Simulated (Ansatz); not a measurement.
def2 core potentials replace the inner electrons of Sn.

B3LYP has the VWN-RPA correlation part, as in Gaussian. 

**H3O3Sn, SMILES `[OH][Sn]([OH])[OH]` (charge 0, multiplicity 2)**

Level of theory: Ansatz (a program for electronic structure) with B3LYP-D3(BJ)/def2-TZVP // PBE0-D3(BJ)/def2-SVP.

```yaml
highest_occupied_spin_orbital: -6.77 eV
dipole_moment: 1.27 D
total_energy: -441.9976 Ha
cost: around 10 core-seconds (rough)
```

```xyz
7

O     -1.0625    -1.2524    -0.8178
Sn    -0.3558    -0.1138     0.6650
O     -0.4988     1.7657     0.0011
O      1.6042    -0.4974     0.7351
H     -1.7447    -0.7862    -1.3197
H      0.2662     2.2899     0.2741
H      1.7913    -1.4058     0.4622
```
Charge 0, spin multiplicity 2.
